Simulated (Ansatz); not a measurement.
Reaction (cleavage of the Si–Si bond): `FC[SiH2][SiH2]F` + `[AlH2][SH]` → `F[SiH2][S][AlH2]` + `FC[SiH3]`

Computed with Ansatz on PBE0-D4/def2-TZVP structures; ΔE is electronic, products minus reactants. CCSD(T)/CBS adds triple-zeta CCSD(T) − MP2 to the extrapolated MP2 energy (def2 sets, frozen cores). This one scheme is used for every species. Functionals use def2-TZVPP. One conformer a species, not always the lowest.

```
             level  ΔE (kcal/mol)
       LDA (SPW92)          -16.7
              BLYP          -16.5
CCSD(T)/def2-TZVPP          -18.8
      HF/CBS(def2)          -20.3
```

Question: What does CCSD(T)/CBS give? (Estimate.)

Answer: Computed: -19.4 kcal/mol. The listed levels differ from it by 2.7, 2.9, 0.6, -0.9 kcal/mol.

Largest T1 diagnostic among the species: 0.012.

Leaving LDA and LC-ωPBE aside and taking each functional with its dispersion term where it has one, the values, not all of them listed here, spread over 3.6 kcal/mol, from ωB97M-V to PBE-D4. From BLYP to BHLYP (50 % exact exchange), in def2-TZVPP and without D4, ΔE moves by −2.5 kcal/mol.
